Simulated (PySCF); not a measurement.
A mixed set of molecules.

All values: CAM-B3LYP/def2-SVPD (PySCF) at GFN2-xTB geometries, gas phase, one conformer each. Core orbitals are frozen in the response; Δα² is half the sum of the squared differences of the principal polarisabilities. Dipoles and anisotropies that the point group forbids are given as zero.

Task: Rank by dipole moment, lowest first.
A. `[SiH3:1][P:2]([SiH3:3])[P:4]([SiH3:5])[PH2:6]` with Si1–P2–P4–Si5 178°, P2–P4–P6–H 0° and 93°
B. `[CH3:1][CH2:2][C:3]1=[CH:4][C@@H:5]([F:6])[SiH2:7]1` with C1–C2–C3–C4 129°
C. silane, `[SiH4]`
D. methylsilylchloride (`C[SiH2]Cl`)
E. `[SH:1][c:2]1[cH:3][cH:4][cH:5][cH:6][cH:7]1` with H–S1–C2–C3 180°

Result: C (0.00 D), A (0.77 D), E (1.19 D), D (1.71 D), B (2.59 D).

Task: Rank by HOMO–LUMO gap, highest first.
A. `[H]/P=C(\C)OC`
B. `[SiH3]P([SiH3])P(P)[SiH3]`
C. `c1(S)ccccc1`
D. `[SiH4]`
E. `C[SiH2]Cl`
F. `CCC1=C[C@@H](F)[SiH2]1`

Result: D (12.47 eV), E (11.23 eV), F (9.67 eV), C (8.22 eV), A (7.90 eV), B (7.70 eV).

All values together:

| SMILES | formula | μ (D) | HOMO (eV) | LUMO (eV) | α (Å³) | Δα (Å³) | electrons | α per electron (Å³) |
| --- | --- | --- | --- | --- | --- | --- | --- | --- |
| [SiH4] | SiH4 | 0.00 | -11.34 | 1.13 | 4.52 | 0.00 | 18 | 0.251 |
| [H]/P=C(\C)OC | C3H7OP | 1.08 | -7.65 | 0.25 | 10.28 | 4.00 | 48 | 0.214 |
| C[SiH2]Cl | CH5ClSi | 1.71 | -10.12 | 1.10 | 7.80 | 1.65 | 42 | 0.186 |
| [SiH3]P([SiH3])P([SiH3])P | H11P3Si3 | 0.77 | -7.44 | 0.26 | 24.56 | 8.69 | 98 | 0.251 |
| Sc1ccccc1 | C6H6S | 1.19 | -7.60 | 0.62 | 13.15 | 8.26 | 58 | 0.227 |
| CCC1=C[C@@H](F)[SiH2]1 | C5H9FSi | 2.59 | -8.93 | 0.74 | 12.49 | 3.70 | 62 | 0.201 |

Conformers: `[H]/[P:5]=[C:3](/[O:2][CH3:1])[CH3:4]` with C1–O2–C3–C4 178°; `[SiH3:1][P:2]([SiH3:3])[P:4]([SiH3:5])[PH2:6]` with Si1–P2–P4–Si5 178°, P2–P4–P6–H 0° and 93°; `[SH:1][c:2]1[cH:3][cH:4][cH:5][cH:6][cH:7]1` with H–S1–C2–C3 180°; `[CH3:1][CH2:2][C:3]1=[CH:4][C@@H:5]([F:6])[SiH2:7]1` with C1–C2–C3–C4 129°.

Task: How closely does the mean polarisability follow the number of electrons in this set?

Result: The correlation coefficient is 0.98; α per electron runs from 0.186 to 0.251 Å³.
